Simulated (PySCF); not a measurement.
# Computed properties of CdI2, SMILES [I][Cd][I]

CdI₂, SMILES [I][Cd][I]. Coordinates come from a r2SCAN-D4/def2-SVP optimisation. The isomer is the one that the SMILES or the coordinates give; other isomers of the formula were not compared. The def2 effective core potentials stand for the cores of Cd, I; spin–orbit coupling is left out. One conformer was computed; it need not be the lowest. All values are computed for the isolated molecule unless a solvent is named; none is compared with measurement here.

**Structure.** The optimised structure has D∞h symmetry. All 4 harmonic modes at r2SCAN-D4/def2-SVP (PySCF) are real, so it is a minimum. With heavy atoms numbered as in [Cd:1]([I:2])[I:3], the shortest bond between them is Cd1–I2 at 2.592 Å and the longest Cd1–I3 at 2.592 Å.

**Vibrations.** The strongest infrared lines (harmonic, unscaled, degenerate partners summed) lie at 269 cm⁻¹ (36 km/mol, Cd 69 %, I 31 %), 52 cm⁻¹ (6 km/mol, Cd 69 %, I 31 %). The softest mode is at 52 cm⁻¹ and the zero-point energy is 0.7 kcal/mol.

**Electronic structure.** HF/def2-TZVPD (PySCF) places the frontier levels at -10.13 and 0.59 eV, a gap of 10.72 eV, and gives a dipole moment of 0.00 D and a mean polarisability of 100.0 bohr³.

**Excitations.** TDA-ωB97X/def2-SVPD (PySCF) has S1 at 4.56 eV (272 nm, f = 0.000, dark); the most intense of the 10 singlets computed lies at 5.87 eV (f = 0.12). Strengths of degenerate partners are summed. T1 (TDA) is at 4.23 eV, 0.33 eV under S1. No vertical singlet excitation falls in the visible range (under 3.1 eV).
